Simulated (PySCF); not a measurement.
An unknown shows these calculated signals:

1H NMR (400 MHz, computed): δ 2.16 (br, 2H), 1.94 (s, 6H), 0.98 (s, 6H).

13C{1H} NMR (computed): δ 30.1 (CH3), 19.2 (CH3).

Non-relativistic Hamiltonian, no solvent, a single conformation, equivalent nuclei averaged. NMR shieldings at PBE0/pcSseg-1/GIAO; coordinates at the PBE0-D3(BJ)/def2-SVP level; PySCF 2.14.0 with density-fitted response routines.

Chemical shifts δ = σref − σ; 1H (σ = 31.27 ppm), 13C (σ = 184.41 ppm) against TMS, all at this level.

Which of these does the molecule contain: a CF3 group, an S-methyl group, a carboxylic acid, an N-methyl group?

Answers


- A CF3 group: no.
- An S-methyl group: yes (δC 30.1; δH 1.94 (s)).
- A carboxylic acid: no.
- An N-methyl group: no.

The data belong to SMILES [BH2-](B(C)C)[S+](C)C, C₄H₁₄B₂S; they needn't prove each group on their own.

Carbon signals by region: 2 below 50 ppm.

Hydrogens on boron are broadened and split by 11B (spin 3/2, 80 %) and 10B (spin 3). A carbon bonded to boron is broadened by the quadrupolar boron nucleus and is often missing from a measured spectrum. Shifts are as computed. Against solution values, carbons near 30 ppm lie about +2 ppm off and those near 130 ppm about +5 ppm. Of 1211 compounds with measured shifts, 218 miss one by over three times the rms of a fit or turn the order of signals round; such compounds aren't used in these exercises. Multiplicities follow the n + 1 count of equivalent neighbours, as no J values were calculated; m marks all less simple cases, F and P coupling included.
